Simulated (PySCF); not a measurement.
Cartesian coordinates in Å; atom numbers follow the order of the lines, from 1:
```xyz
6

Be    0.6228    1.2394   -0.2991
S    -1.2138    1.7628   -0.3799
Be   -1.4166   -0.0900    0.0472
S    -0.9544   -1.8997    0.4559
Be    0.7932   -1.1510    0.2491
S     2.1687    0.1385   -0.0731
```

Geometry: PBE0-D3(BJ)/def2-SVP; GIAO absolute shieldings from PySCF 2.14, gas phase, non-relativistic, averaged over equivalent atoms.

At PBE0/pcSseg-1 (108 basis functions, 6.1 s wall time on 1 thread of an Arm Neoverse V1, shared host):
```tsv
atoms	σ (ppm)
Be1/Be3/Be5	86.0
S2/S4/S6	641.8
```

**Question.** Predict the values at KT2/pcSseg-1 on the same geometry.

**Answer.** 
| atoms | σ at KT2/pcSseg-1 | change |
| --- | --- | --- |
| Be1/Be3/Be5 | 86.3 | +0.3 |
| S2/S4/S6 | 634.0 | -7.8 |

The largest change is at S2/S4/S6 (sulfur bonded to 2 Be). Cost: 108 basis functions, 7.7 s wall time on 1 thread of an Arm Neoverse V1, shared host.
